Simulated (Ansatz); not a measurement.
`[SH][Al]([SH])[Br]` and `[F][Al]([SH])[Br]` differ in one atom or group.

Ansatz, PBE0-D4/def2-TZVP geometries, multiplicity 1. Each molecule was computed in one conformer, which needn't be the lowest.

Scalar relativity is left out up to krypton.

```
                                        property  `[SH][Al]([SH])[Br]`
         HOMO–LUMO gap (ωB97M-V/def2-TZVPP) / eV                 10.89
           LUMO energy (ωB97M-V/def2-TZVPP) / eV                  0.79
           HOMO energy (ωB97M-V/def2-TZVPP) / eV                -10.11
               HOMO energy (PBE/def2-TZVPP) / eV                 -6.72
               LUMO energy (PBE/def2-TZVPP) / eV                 -1.72
size of the dipole moment (B3LYP/def2-TZVPP) / D                  1.95
```

Task: Give the same properties after the change, and the shifts. (Best estimate.)

Result: Computed: 
```tsv
property	`[F][Al]([SH])[Br]`	shift
HOMO–LUMO gap (ωB97M-V/def2-TZVPP) / eV	11.02	0.13
LUMO energy (ωB97M-V/def2-TZVPP) / eV	0.55	-0.24
HOMO energy (ωB97M-V/def2-TZVPP) / eV	-10.46	-0.35
HOMO energy (PBE/def2-TZVPP) / eV	-7.05	-0.33
LUMO energy (PBE/def2-TZVPP) / eV	-1.98	-0.26
size of the dipole moment (B3LYP/def2-TZVPP) / D	1.41	-0.54
```

With PBE0 the HOMO falls by 0.34 eV and the LUMO falls by 0.24 eV, so the gap widens by about 0.10 eV. PBE moves the HOMO by -0.33 eV and ωB97M-V by -0.35 eV. Dipoles are sizes alone; their direction can turn.

B3LYP here is the variant with VWN-RPA as its local correlation; programs differ in this.

Spin–orbit coupling is left out; it splits and shifts lone-pair levels of the heavy atoms by tenths of an eV.
